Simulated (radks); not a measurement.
Values are calculated unless marked as measured or tabulated.
Q: Ionisation of neutral cerium, [Xe] 4f1 5d1 6s2, to Ce+, [Xe] 4f1 5d2, under several functionals. Dirac Kohn-Sham, spin-unpolarised, spherical densities, point nucleus; open shells fill j = l - 1/2 first; a radial shooting solver on a logarithmic mesh with Libxc functionals. The NIST Atomic Spectra Database gives 5.539 eV (measured). Rank these functionals by the error of their Delta-SCF ionisation energy: RPBE; exchange-only B88; LDA (Slater exchange, Perdew-Zunger correlation); LDA (Slater exchange, Perdew-Wang correlation); BP86; B86b exchange with PBE correlation.

A: From best to worst: exchange-only B88 5.815 eV (+0.277); RPBE 5.980 eV (+0.441); B86b exchange with PBE correlation 6.141 eV (+0.602); BP86 6.321 eV (+0.783); LDA (Slater exchange, Perdew-Wang correlation) 6.380 eV (+0.842); LDA (Slater exchange, Perdew-Zunger correlation) 6.386 eV (+0.848). Spin polarisation and multiplet splitting are left out, so open shells lie too high by an amount that depends on their filling.

Beside tabulated values, note that spin-unpolarised runs miss the spin-polarisation part of the exchange energy of open shells.
